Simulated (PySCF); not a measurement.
Simulation results for BH4Si, CH4BClSi, CH5BN2, B2H4N and others

All values are calculated (PySCF 2.14.0). Calculation on a computer-drawn molecule: optimised geometry and harmonic frequencies of an isolated molecule of the commonest isotopes, restricted reference for singlets and unrestricted otherwise, frozen core in MP2.

(1) BH4Si

Start structure:
```xyz
6
BH4Si
B     -1.5986    -2.0776    -1.7048
Si    -1.8075    -0.1179    -1.1871
H     -2.5167    -2.7000    -2.0938
H     -0.6104    -2.6259    -1.7123
H     -2.0487     0.2539     0.2690
H     -1.6226     0.9155    -1.8910
```

```
charge                                        : 1
multiplicity                                  : 1
method                                        : HF
basis                                         : cc-pV(D+d)Z
rotational constants                          : 95.24, 10.79, 10.6 GHz
total energy                                  : -315.6111 hartree
convergence status largest gradient component : 3.894e-05 hartree/bohr
```

Drawn bonds:
```csv
atom,other atom,order
1,2,1
1,3,1
1,4,1
2,5,1
2,6,1
```

Optimised structure:
```xyz
6
BH4Si
B     -1.6094    -2.0972    -1.7185
Si    -1.7794    -0.1666    -1.1020
H     -2.5928    -2.6523    -2.0927
H     -0.5326    -2.6014    -1.6823
H     -2.0685     0.1946     0.2902
H     -1.6218     0.9710    -2.0147
```

Modes:
```csv
frequency (cm⁻¹),reduced mass (dalton)
282.6,1.008
448.5,1.088
454.2,1.067
608.2,4.934
821.3,1.262
951,1.358
1021,1.081
1209,1.112
2396,1.029
2429,1.057
2740,1.045
2865,1.132
```

(2) CH4BClSi

Start structure:
```xyz
8
CH4BClSi
B     -1.9267    -0.5914     1.6900
C     -0.6534    -1.2828     1.3435
Si     0.9177    -0.5540     1.0547
Cl     2.6049    -1.6518     0.5916
H     -1.9616     0.6077     1.8627
H     -2.9328    -1.1980     1.7528
H     -0.7178    -2.3970     1.1961
H      1.3845     0.7777     1.2074
```

```
charge                                        : 0
multiplicity                                  : 1
method                                        : HF
basis                                         : cc-pV(D+d)Z
rotational constants                          : 26.7, 1.978, 1.842 GHz
total energy                                  : -813.3217 hartree
convergence status largest gradient component : 2.626e-05 hartree/bohr
```

Drawn bonds:
```csv
atom,other atom,order
1,2,1
2,3,2
3,4,1
1,5,1
1,6,1
2,7,1
3,8,1
```

Optimised structure:
```xyz
8
CH4BClSi
B     -1.8149    -0.5634     1.6556
C     -0.6416    -1.4641     1.2893
Si     0.8330    -0.6440     1.1033
Cl     2.6187    -1.5024     0.6178
H     -1.6489     0.6252     1.7886
H     -2.9226    -1.0003     1.8204
H     -0.7338    -2.5353     1.1577
H      1.0250     0.7947     1.2662
```

Modes:
```csv
frequency (cm⁻¹),reduced mass (dalton)
119.3,3.841
168.4,3.85
297.9,4.645
382.4,1.243
545.2,1.266
575.3,10.93
808.6,1.288
885.4,1.103
906.5,1.281
1030,1.893
1060,1.371
1115,1.945
1272,1.647
1373,1.739
2431,1.044
2632,1.06
2704,1.119
3347,1.089
```

(3) CH5BN2

Start structure:
```xyz
9
CH5BN2
N     -0.9129    -2.3675     0.0309
B     -0.3282    -1.2877     0.0013
C      0.4387     0.0932    -0.0361
N      1.5597     0.0435    -0.8937
H     -1.4602    -3.2392     0.0971
H      0.6366     0.3480     1.0633
H     -0.2758     0.8233    -0.3243
H      2.0602     0.9131    -0.8048
H      2.1732    -0.6315    -0.6827
```

```
charge                                        : 0
multiplicity                                  : 1
method                                        : HF
basis                                         : cc-pVDZ
rotational constants                          : 31.75, 4.052, 3.706 GHz
total energy                                  : -174.3773 hartree
convergence status largest gradient component : 2.131e-05 hartree/bohr
```

Drawn bonds:
```csv
atom,other atom,order
1,2,2
2,3,1
3,4,1
1,5,1
3,6,1
3,7,1
4,8,1
4,9,1
```

Optimised structure:
```xyz
9
CH5BN2
N     -0.9458    -2.3637     0.0509
B     -0.3461    -1.2917     0.0143
C      0.4168     0.0705     0.0102
N      1.5539     0.0484    -0.9050
H     -1.4326    -3.2188     0.0530
H      0.6748     0.3281     1.0470
H     -0.2876     0.8357    -0.3273
H      2.0344     0.9314    -0.8755
H      2.2234    -0.6447    -0.6166
```

Modes:
```csv
frequency (cm⁻¹),reduced mass (dalton)
198.5,3.263
260.1,1.336
390.4,2.198
475.4,1.159
509.2,1.186
561.7,6.065
820.2,3.516
894,1.323
1037,1.532
1148,2.662
1226,1.171
1384,1.213
1505,1.458
1588,1.074
1795,1.086
2129,7.879
3128,1.071
3211,1.089
3717,1.052
3795,1.093
4099,1.102
```

(4) B2H4N

Start structure:
```xyz
7
B2H4N
B     -0.2407    -0.9050    -1.1961
N      0.7960    -0.8819    -1.9433
B      1.4570    -1.1773    -0.5409
H     -1.4021    -0.8513    -0.9903
H      1.2146    -0.8093    -2.8085
H      1.8424    -2.2962    -0.2240
H      1.9488    -0.2280     0.0759
```

```
charge                                        : 0
multiplicity                                  : 2
method                                        : HF
basis                                         : cc-pVDZ
rotational constants                          : 65.09, 10.65, 9.152 GHz
total energy                                  : -106.1497 hartree
spin squared                                  : 0.754
convergence status largest gradient component : 6.337e-06 hartree/bohr
```

Drawn bonds:
```csv
atom,other atom,order
1,2,1
2,3,1
1,4,1
2,5,1
3,6,1
3,7,1
```

Optimised structure:
```xyz
7
B2H4N
B     -0.5660    -0.4578    -1.1100
N      0.6495    -1.1104    -1.3994
B      1.7929    -1.1728    -0.5562
H     -1.5066    -0.4312    -1.8540
H      0.7158    -1.5768    -2.2866
H      2.7657    -1.7667    -0.9325
H      1.7648    -0.6333     0.5114
```

Modes:
```csv
frequency (cm⁻¹),reduced mass (dalton)
293.8,1.428
390.1,2.432
578.9,1.158
927.5,1.189
930.3,1.17
972.9,1.651
1111,1.369
1189,1.777
1310,2.17
1369,1.423
1543,2.104
2682,1.057
2710,1.095
2765,1.129
3769,1.075
```

(5) CH4B2O

Start structure:
```xyz
8
CH4B2O
B     -1.1165     2.6641    -1.4714
O      0.1454     2.2763    -1.4221
B      1.3827     1.8467    -1.3203
C      2.6520     1.3129    -1.3224
H     -1.3046     3.7750    -1.0550
H     -1.9061     2.0133    -1.9024
H      3.4146     1.8943    -0.8613
H      2.9666     0.3854    -1.6848
```

```
charge                                        : 0
multiplicity                                  : 1
method                                        : HF
basis                                         : cc-pVDZ
rotational constants                          : 50.98, 4.334, 4.106 GHz
total energy                                  : -164.4534 hartree
convergence status largest gradient component : 3.615e-05 hartree/bohr
```

Drawn bonds:
```csv
atom,other atom,order
1,2,1
2,3,1
3,4,2
1,5,1
1,6,1
4,7,1
4,8,1
```

Optimised structure:
```xyz
8
CH4B2O
B     -0.9491     2.6983    -1.4220
O      0.3933     2.9676    -1.5627
B      1.4132     2.1389    -1.4445
C      2.4980     1.2861    -1.3248
H     -1.7008     3.6129    -1.5759
H     -1.3047     1.5870    -1.1576
H      2.9967     1.1349    -0.3754
H      2.8874     0.7423    -2.1767
```

Modes:
```csv
frequency (cm⁻¹),reduced mass (dalton)
164.9,1.032
187.4,3.053
211.3,1.278
384.5,1.979
515.7,7.02
724.4,1.244
848.1,2.075
867,3.335
1085,1.492
1146,1.357
1246,2.333
1373,1.548
1454,1.218
1853,9.214
2711,1.048
2807,1.134
3309,1.06
3395,1.111
```

(6) CH4BN

Start structure:
```xyz
7
CH4BN
C     -1.9832    -1.2583     2.4659
B     -1.3292    -0.6900     1.3793
N     -0.6859    -0.1310     0.3103
H     -1.4409    -1.6900     3.2991
H     -3.0646    -1.2949     2.5285
H     -0.4289    -0.6553    -0.5004
H     -0.4345     0.8353     0.2758
```

```
charge                                        : 0
multiplicity                                  : 1
method                                        : MP2
basis                                         : cc-pVDZ
rotational constants                          : 157.3, 7.539, 7.507 GHz
total energy                                  : -119.7095 hartree
convergence status largest gradient component : 3.319e-05 hartree/bohr
```

Drawn bonds:
```csv
atom,other atom,order
1,2,2
2,3,1
1,4,1
1,5,1
3,6,1
3,7,1
```

Optimised structure:
```xyz
7
CH4BN
C     -1.9909    -1.2648     2.4785
B     -1.3289    -0.6893     1.3779
N     -0.6807    -0.1265     0.3016
H     -1.4390    -1.6996     3.3175
H     -3.0831    -1.2999     2.5380
H     -0.4194    -0.6580    -0.5212
H     -0.4252     0.8539     0.2662
```

Modes:
```csv
frequency (cm⁻¹),reduced mass (dalton)
310.1,3.162
312.2,1.995
452.5,1.241
670.9,1.239
705.2,1.008
793.9,1.874
933.4,3.538
957.3,1.407
1360,1.158
1576,1.134
1806,8.326
3210,1.061
3305,1.111
3629,1.049
3741,1.099
```

(7) C2H8B2

Start structure:
```xyz
12
C2H8B2
B      0.3267    -1.8913    -0.2615
C     -0.5695    -0.5994     0.0162
B     -0.8270    -0.6345     1.5713
C     -2.1598    -1.3414     2.2370
H      1.5613    -1.7263    -0.0919
H     -0.0817    -2.9211    -0.4436
H     -1.4904    -0.7243    -0.4696
H     -0.0788     0.2777    -0.2985
H     -0.0914    -0.1021     2.2864
H     -2.7344    -0.5856     2.6092
H     -2.6715    -1.8892     1.5033
H     -1.7713    -1.9902     3.0459
```

```
charge                                        : 0
multiplicity                                  : 1
method                                        : HF
basis                                         : cc-pVDZ
rotational constants                          : 19.66, 3.686, 3.666 GHz
total energy                                  : -129.7542 hartree
convergence status largest gradient component : 2.091e-05 hartree/bohr
```

Drawn bonds:
```csv
atom,other atom,order
1,2,1
2,3,1
3,4,1
1,5,1
1,6,1
2,7,1
2,8,1
3,9,1
4,10,1
4,11,1
4,12,1
```

Optimised structure:
```xyz
12
C2H8B2
B      0.5187    -1.8054    -0.3635
C     -0.6377    -0.8220     0.0376
B     -0.8562    -0.7969     1.6039
C     -2.1963    -1.2268     2.3153
H      1.6505    -1.5737    -0.0301
H      0.3067    -2.8094    -0.9903
H     -1.5631    -1.0032    -0.5124
H     -0.2544     0.1848    -0.1972
H      0.0493    -0.3938     2.2921
H     -2.7024    -0.3049     2.6374
H     -2.8924    -1.7797     1.6806
H     -2.0105    -1.7969     3.2308
```

Modes:
```csv
frequency (cm⁻¹),reduced mass (dalton)
58.05,1.2
62.52,1.948
138.8,1.082
272.3,2.206
365.7,2.224
659.8,1.124
736.8,1.167
768.1,1.625
837.2,1.19
894,1.24
976,2.445
1060,1.847
1101,1.904
1109,1.964
1167,1.511
1217,1.321
1324,1.325
1339,1.412
1438,1.386
1533,1.128
1544,1.053
1567,1.067
2648,1.079
2664,1.065
2725,1.127
3117,1.065
3141,1.047
3208,1.086
3231,1.094
3249,1.102
```

(8) AlClH4N2

Start structure:
```xyz
8
AlClH4N2
N      1.4068     2.9996    -1.5222
Al     0.4109     1.6451    -1.1453
N      0.8363     0.3517    -0.0783
Cl    -1.4497     1.5801    -1.9743
H      2.3474     3.1067    -1.1545
H      1.2347     3.7921    -2.1161
H      1.8519     0.2609     0.3303
H      0.3997    -0.5842     0.1047
```

```
charge                                        : 0
multiplicity                                  : 1
method                                        : HF
basis                                         : cc-pV(D+d)Z
rotational constants                          : 5.981, 3.159, 2.067 GHz
total energy                                  : -812.8203 hartree
convergence status largest gradient component : 3.548e-05 hartree/bohr
```

Drawn bonds:
```csv
atom,other atom,order
1,2,1
2,3,1
2,4,1
1,5,1
1,6,1
3,7,1
3,8,1
```

Optimised structure:
```xyz
8
AlClH4N2
N      1.4520     3.0067    -1.5086
Al     0.4318     1.6283    -1.1423
N      0.9278     0.3026    -0.1071
Cl    -1.5035     1.5608    -1.9963
H      2.3827     3.1549    -1.1681
H      1.1795     3.7710    -2.0968
H      1.8137     0.2173     0.3533
H      0.3540    -0.4898     0.1102
```

Modes:
```csv
frequency (cm⁻¹),reduced mass (dalton)
181.6,4.693
201,2.808
266.7,1.008
269,6.073
379.9,1.249
381.8,1.04
410,1.26
482.4,9.64
658.6,1.233
727.9,1.721
831.9,3.536
938.2,7.164
1668,1.116
1677,1.106
3785,1.052
3787,1.052
3869,1.094
3869,1.094
```

(9) B2H3NO

Start structure:
```xyz
7
B2H3NO
N     -2.1970     0.2522     0.0945
B     -0.9969     0.5167     0.1510
B      0.6755     0.8683     0.2140
O      1.5816     0.2101    -0.5320
H     -3.1624     0.0572     0.0656
H      1.1067     1.7243     0.9336
H      1.2269    -0.4618    -1.0944
```

```
charge                                        : 0
multiplicity                                  : 1
method                                        : MP2
basis                                         : cc-pVDZ
rotational constants                          : 45.4, 3.637, 3.367 GHz
total energy                                  : -181.0000 hartree
convergence status largest gradient component : 2.85e-05 hartree/bohr
```

Drawn bonds:
```csv
atom,other atom,order
1,2,2
2,3,1
3,4,1
1,5,1
3,6,1
4,7,1
```

Optimised structure:
```xyz
7
B2H3NO
N     -2.2080     0.2439     0.0887
B     -0.9812     0.5238     0.1550
B      0.6809     0.8755     0.2196
O      1.6056     0.2126    -0.5335
H     -3.1887     0.0413     0.0551
H      1.1347     1.7324     0.9367
H      1.1911    -0.4624    -1.0894
```

Modes:
```csv
frequency (cm⁻¹),reduced mass (dalton)
158.2,4.633
249.9,3.347
455.6,1.627
491.2,2.491
504.9,1.201
696.3,1.628
720.1,4.096
911.2,1.257
1036,1.147
1211,1.301
1351,6.725
1912,7.866
2668,1.094
3851,1.067
3864,1.101
```

(10) AlBH2N

Start structure:
```xyz
5
AlBH2N
B      0.3016     1.1824     0.1371
N     -0.7824     0.7083    -0.2001
Al    -2.3968     0.0871    -0.6637
H      1.3200     1.5944     0.3774
H     -2.8158    -0.1395    -2.2023
```

```
charge                                        : 0
multiplicity                                  : 2
method                                        : HF
basis                                         : cc-pV(D+d)Z
rotational constants                          : 276.9, 5.432, 5.327 GHz
total energy                                  : -322.2360 hartree
spin squared                                  : 0.7552
convergence status largest gradient component : 3.523e-05 hartree/bohr
```

Drawn bonds:
```csv
atom,other atom,order
1,2,1
2,3,2
1,4,1
3,5,1
```

Optimised structure:
```xyz
5
AlBH2N
B      0.3005     1.1741     0.0992
N     -0.8059     0.7206    -0.2584
Al    -2.4150     0.0707    -0.6432
H      1.3424     1.6007     0.4281
H     -2.7955    -0.1334    -2.1772
```

Modes:
```csv
frequency (cm⁻¹),reduced mass (dalton)
155.3,4.234
161,3.529
647.3,1.394
692.7,4.09
823.4,1.357
837.6,1.357
1898,1.061
1938,4.876
2978,1.19
```
